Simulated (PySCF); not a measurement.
H3AlO3, singlet, at a GFN2-xTB geometry (such geometries of metal compounds can be far from the true shape); PBE/6-31G* (PySCF).

PySCF was given this input:
```python
from pyscf import gto, scf, dft, solvent

mol = gto.Mole()
mol.atom = '''
    Al   -0.000000   -0.000000   -0.000000
    O    -1.090358   -1.248065    0.081900
    H    -1.937690   -1.432601   -0.298534
    O    -0.328266    1.328187   -0.938837
    H     0.116037    2.139109   -1.143178
    O     1.418624   -0.080122    0.856937
    H     1.821653   -0.706508    1.441712
'''
mol.basis = '6-31g*'
mol.charge = 0
mol.spin = 0
mol.verbose = 4
mol.build()

mf = dft.RKS(mol)
mf.xc = 'pbe'
mf.kernel()
mf.analyze()
```

It wrote (shortened):

```
PySCF version 2.14.0

[INPUT] verbose = 4
[INPUT] num. atoms = 7
[INPUT] num. electrons = 40
[INPUT] charge = 0
[INPUT] spin (= nelec alpha-beta = 2S) = 0
[INPUT] symmetry False subgroup None
[INPUT] Mole.unit = angstrom
[INPUT] Symbol           X                Y                Z      unit          X                Y                Z       unit  Magmom
[...]
nuclear repulsion = 164.382957256188
number of shells = 32
number of NR pGTOs = 144
number of NR cGTOs = 66
basis = 6-31g*
ecp = {}

******** <class 'pyscf.dft.rks.RKS'> ********
method = RKS
initial guess = minao
damping factor = 0
level_shift factor = 0
DIIS = <class 'pyscf.scf.diis.CDIIS'>
diis_start_cycle = 1
diis_space = 8
diis_damp = 0
SCF conv_tol = 1e-09
SCF conv_tol_grad = None
SCF max_cycles = 50
direct_scf = True
direct_scf_tol = 1e-13
XC library pyscf.dft.libxc version 7.1.2
    S. Lehtola, C. Steigemann, M. J. T. Oliveira, and M. A. L. Marques,  SoftwareX 7, 1–5 (2018)
XC functionals = pbe
    J. P. Perdew, K. Burke, and M. Ernzerhof,  Phys. Rev. Lett. 77, 3865 (1996)
    J. P. Perdew, K. Burke, and M. Ernzerhof,  Phys. Rev. Lett. 78, 1396 (1997)
    J. P. Perdew, K. Burke, and M. Ernzerhof,  Phys. Rev. Lett. 77, 3865 (1996)
    J. P. Perdew, K. Burke, and M. Ernzerhof,  Phys. Rev. Lett. 78, 1396 (1997)
radial grids:
    Treutler-Ahlrichs [JCP 102, 346 (1995); DOI:10.1063/1.469408] (M4) radial grids

becke partition: Becke, JCP 88, 2547 (1988); DOI:10.1063/1.454033
pruning grids: <function nwchem_prune>
grids dens level: 3
symmetrized grids: False
atomic radii adjust function: <function treutler_atomic_radii_adjust>
small_rho_cutoff = 0
Set gradient conv threshold to 3.16228e-05
Initial guess from minao.
tot grids = 90856
init E= -469.905581320012
[...]
cycle= 1 E= -469.22241228113  delta_E= 0.683  |g|= 1.47  |ddm|= 2.46
[...]
cycle= 2 E= -467.897400692187  delta_E= 1.33  |g|= 2.88  |ddm|= 2.93
[...]
cycle= 3 E= -469.628461170802  delta_E= -1.73  |g|= 0.135  |ddm|= 2.21
[...]
cycle= 4 E= -469.632545635457  delta_E= -0.00408  |g|= 0.0479  |ddm|= 0.176
[...]
cycle= 5 E= -469.633128378609  delta_E= -0.000583  |g|= 0.00459  |ddm|= 0.0577
[...]
cycle= 6 E= -469.633132106419  delta_E= -3.73e-06  |g|= 0.000995  |ddm|= 0.0031
[...]
cycle= 7 E= -469.633132305423  delta_E= -1.99e-07  |g|= 0.000112  |ddm|= 0.000677
[...]
cycle= 8 E= -469.633132307834  delta_E= -2.41e-09  |g|= 2.43e-05  |ddm|= 0.000101
[...]
cycle= 9 E= -469.633132307911  delta_E= -7.66e-11  |g|= 1.45e-05  |ddm|= 2.22e-05
[...]
Extra cycle  E= -469.633132307761  delta_E= 1.5e-10  |g|= 3.15e-05  |ddm|= 2.88e-05
converged SCF energy = -469.633132307761
**** SCF Summaries ****
Total Energy =                        -469.633132307760889
Nuclear Repulsion Energy =             164.382957256187893
One-electron Energy =                 -978.548641123354400
Two-electron Energy =                  344.532551559405704
Two-electron Coulomb Energy =          389.926012613014166
DFT Exchange-Correlation Energy =      -45.393461053608448
HOMO-LUMO gap [eV] =                     5.939434281482042
**** MO energy ****
[...]
 ** Mulliken pop on meta-lowdin orthogonal AOs  **
 ** Mulliken pop  **
 ** Mulliken atomic charges  **
charge of    0Al =      1.13912
charge of    1O =     -0.71750
charge of    2H =      0.33781
charge of    3O =     -0.71753
charge of    4H =      0.33781
charge of    5O =     -0.71752
charge of    6H =      0.33781
Dipole moment(X, Y, Z, Debye): -0.00002, -0.00006,  0.00002
```
